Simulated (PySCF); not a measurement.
# Curvature of the energy in the electron number along the 4d series, charge +1

Calculated with PySCF 2.14, in def2-TZVP with the def2 core potential (28 electrons), ECP: one orbital is emptied in steps, and each cell gives the departure of E from the straight line at half an electron, in eV (from a cubic fit). The exact functional gives zero.

| species | orbital | LDA | PBE | r2SCAN | PBE0 | BHandHLYP | LC-wPBE | wB97X | UHF |
| --- | --- | --- | --- | --- | --- | --- | --- | --- | --- |
| Mo⁺ | 4d alpha | -1.32 | -1.29 | -1.21 | -0.90 | -0.52 | -0.19 | -0.27 | 0.28 |
| Tc⁺ | 5s alpha | -0.86 | -0.87 | -0.77 | -0.63 | -0.40 | -0.02 | -0.05 | 0.05 |
| Ru⁺ | 4d beta | -1.38 | -1.34 | -1.25 | -0.92 | -0.52 | -0.19 | -0.31 | 0.36 |
| Rh⁺ | 4d beta | -1.46 | -1.42 | -1.31 | -0.96 | -0.52 | -0.24 | -0.34 | 0.42 |
| Pd⁺ | 4d beta | -1.53 | -1.49 | -1.38 | -1.00 | -0.53 | -0.28 | -0.36 | 0.47 |
| Ag⁺ | 4d beta | -1.63 | -1.59 | -1.49 | -1.07 | -0.55 | -0.36 | -0.44 | 0.52 |
| Cd⁺ | 5s alpha | -0.98 | -0.98 | -0.86 | -0.71 | -0.49 | -0.06 | -0.11 | 0.03 |

Task: How does the mean departure depend on the functional?

Result: LDA -1.31 eV; PBE -1.28 eV; r2SCAN -1.18 eV; PBE0 -0.88 eV; BHandHLYP -0.50 eV; LC-wPBE -0.19 eV; wB97X -0.27 eV; UHF 0.30 eV. Semilocal functionals are convex (delocalisation error), Hartree-Fock is concave or straight, and exact exchange removes curvature roughly in proportion to its share, so among the functionals the range-separated hybrids usually come closest to zero.

No spin-orbit coupling is included.
